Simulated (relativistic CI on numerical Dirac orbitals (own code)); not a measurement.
**Hyperfine structure of Eu XLVII, mass number 151**

Computed by Dirac-Coulomb-Breit CI, orbitals from a KLI potential per configuration, QED by a radiative potential, unscaled Slater integrals (own radial code, finite nucleus).

Configuration list (outside the closed core [Ne]): 3s2 3p5, 3s 3p6, 3s2 3p4 3d, 3s 3p5 3d, 3p6 3d, 3s 3p4 3d2, 3s2 3p3 3d 4p, 3p6 4s, 3s 3p4 3d 4s, 3s2 3p4 4s, 3p6 4p, 3s2 3p4 4p, 3s2 3p3 3d2, 3s2 3p2 3d3, 3s 3p3 3d3, 3s2 3p2 3d2 4s, 3s2 3p2 3d2 4p. Double excitations out of closed p, d and f shells are left out; levels of such configurations are missing from the list, as are those of other unlisted configurations, and high levels can miss mixing partners.

Nuclear spin I = 5/2, μ = 3.4635 μN, Q = 0.903 b (tables of Stone and Pyykkö). The electronic factors are computed for point nuclear moments, without core polarisation or the Bohr-Weisskopf and QED corrections.

| Level | E (cm⁻¹) | A (GHz) | B (GHz) |
| --- | --- | --- | --- |
| 3s2 3p5 2P°_3/2 | 0 | 165.1 | -208 |
| 3s2 3p5 2P°_1/2 | 1299415 | 1208 |  |
| 3s2 3p4 3d 2D_3/2 | 1731826 | 91.68 | 125 |
| 3s2 3p4 3d 4F_9/2 | 1871797 | 93.55 | 67.6 |
| 3s2 3p4 3d 2P_1/2 | 1889066 | 70.74 |  |
| 3s2 3p4 3d 2D_5/2 | 2058004 | 46.55 | 225 |
| 3s 3p6 2S_1/2 | 2536251 | 2816 |  |

Levels with J = 0, under 50 % of one LS term, or S terms without an open s electron are left out. Small factors come from cancelling terms and can be off by tens of per cent or more.

At this charge energies of transitions that change n are usually good to better than 1 %, and those within a shell (Δn = 0) to a few per cent.

Problem. Give the hyperfine levels of 3s2 3p5 2P°_1/2 relative to its centre of gravity.

Solution. With K = F(F + 1) − I(I + 1) − J(J + 1), E = AK/2: F = 2: -2114, F = 3: 1510 GHz.

LS names give the leading component of a level, which can be under half, so a name can repeat, a term be missing and a line seem to break the LS rules.
